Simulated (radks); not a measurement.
Removal energies from the tin ion Sn9+, [Kr] 4d5, by Delta-SCF beside the eigenvalue of the level emptied. All-electron calculation, scalar-relativistic Kohn-Sham, LDA (Slater exchange, Perdew-Wang correlation), spin-polarised, spherical densities, finite nucleus; Fermi nuclear charge, rms radius of each element as measured or else 0.836 A^(1/3) + 0.57 fm. Program: a radial shooting solver on a logarithmic mesh with Libxc functionals. Open shells are filled with parallel spins first.

| removed from | final configuration | Delta-SCF (eV) | -eigenvalue (eV) |
|---|---|---|---|
| 4d | [Kr] 4d4 | 185.75 | 174.29 |
| 4p | [Ar] 3d10 4s2 4p5 4d5 | 249.89 | 237.90 |
| 4s | [Ar] 3d10 4s1 4p6 4d5 | 296.64 | 284.11 |
| 3d | [Ar] 3d9 4s2 4p6 4d5 | 664.66 | 637.83 |
